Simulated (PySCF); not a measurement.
Working out the ionisation energy of Br²⁺

Br²⁺ [Ar] 3d10 4s2 4p3 (4S) → Br³⁺ [Ar] 3d10 4s2 4p2 (3P). Calculation: PySCF 2.14, in cc-pVDZ-DK (5s4p2d, 27 functions); scalar relativity by spin-free X2C-1e. Frozen: [Ar] 3d10. Energies in hartree (1 hartree = 27.21139 eV):

| part | Br²⁺ (lower) | Br³⁺ (upper) |
| --- | --- | --- |
| UHF | -2603.159525 | -2601.887616 |
| CCSD correlation | -0.070588 | -0.059720 |
| (T) | -0.000539 | -0.000460 |

What does Hartree-Fock give?

(-2601.887616) − (-2603.159525) = 1.271909 hartree = 34.610 eV.

What do CCSD and CCSD(T) give?

The CCSD correlation energies differ by 0.010868 hartree = 0.296 eV and the triples by 0.000079 hartree = 0.002 eV, so CCSD gives 34.906 eV and CCSD(T) 34.908 eV.

Reference: 34.871 ± 0.019 eV (measured; NIST Atomic Spectra Database, ionization energies), between the lowest levels; spin-orbit coupling is absent from the calculation.

A double-zeta basis recovers only part of the correlation energy.

What remains against the reference includes basis incompleteness, the frozen core and higher excitations.
